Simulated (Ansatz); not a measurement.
Consider the formal exchange of groups at a Ge–Si bond: `F[SiH](Cl)[GeH3]` + `[SiH3][SiH2]Cl` → `Cl[SiH2][SiH2][GeH3]` + `F[SiH2]Cl`.

Gas-phase electronic energies from Ansatz, PBE0-D4/def2-TZVP geometries. CBS: MP2 limit from def2 TZ/QZ plus the TZ coupled-cluster correction, frozen cores. This one scheme is used for every species. Functionals use def2-TZVPP. B3LYP here is the variant with VWN-RPA as its local correlation; programs differ in this. For Ge outer-core shells are correlated without core-valence functions, which leaves a few kJ/mol of doubt a bond. Scalar relativity is left out up to krypton. Each species was taken in one conformer, which may not be the lowest.

`F[SiH](Cl)[GeH3]`:

```xyz
8

F    -1.432    1.761   -0.001
Si    0.043    1.152   -0.024
Cl    0.984    1.720    1.703
Ge   -0.076   -1.220   -0.118
H     0.764    1.788   -1.150
H    -0.821   -1.664   -1.386
H    -0.812   -1.748    1.121
H     1.350   -1.789   -0.147
```

`[SiH3][SiH2]Cl`:

```xyz
8

Si   -0.044    0.495   -1.098
Si    0.043   -0.601    0.965
Cl    0.043    0.815    2.467
H    -0.047   -0.508   -2.197
H     1.143    1.377   -1.242
H    -1.282    1.314   -1.176
H    -1.135   -1.481    1.173
H     1.278   -1.412    1.108
```

`Cl[SiH2][SiH2][GeH3]`:

Cartesian coordinates in Å:
```
Cl -0.982 -0.589 -2.610
Si 0.492 -1.312 -1.356
Si 0.959 0.337 0.231
Ge -1.065 1.013 1.285
H -0.031 -2.544 -0.712
H 1.664 -1.666 -2.195
H 1.908 -0.214 1.239
H 1.602 1.497 -0.444
H -2.004 1.664 0.260
H -1.768 -0.210 1.895
H -0.775 2.024 2.408
```

`F[SiH2]Cl`:

```xyz
5

F     0.347   -0.258   -1.533
Si    0.068    0.099   -0.009
Cl   -1.138   -1.332    0.791
H    -0.633    1.396    0.040
H     1.356    0.094    0.710
```

Question: Is it downhill or uphill in electronic energy at CCSD(T)/CBS, and by how much? (An estimate is asked.)

Answer: Computed: Downhill: ΔE = -15.9 kJ/mol.

Question: What do these levels give: r2SCAN-D4, ωB97X-V, r2SCAN, PBE0, B3LYP, HF/def2-TZVPP, MP2/def2-TZVPP, SCS-MP2/def2-TZVPP, CCSD/def2-TZVPP, CCSD(T)/def2-TZVPP, HF/CBS(def2), MP2/CBS(def2)? (Estimate.)

Answer: Ansatz gave: r2SCAN-D4 -13.5, ωB97X-V -12.8, r2SCAN -12.9, PBE0 -12.5, B3LYP -9.9, HF/def2-TZVPP -13.3, MP2/def2-TZVPP -19.1, SCS-MP2/def2-TZVPP -17.3, CCSD/def2-TZVPP -16.0, CCSD(T)/def2-TZVPP -16.7, HF/CBS(def2) -12.8, MP2/CBS(def2) -18.3 kJ/mol.

Largest T1 diagnostic among the species: 0.012.

In def2-TZVPP, CCSD(T) changes the Hartree–Fock value by −3.4 kJ/mol (the triples alone add −0.6 kJ/mol) and MP2 by −5.8 kJ/mol.
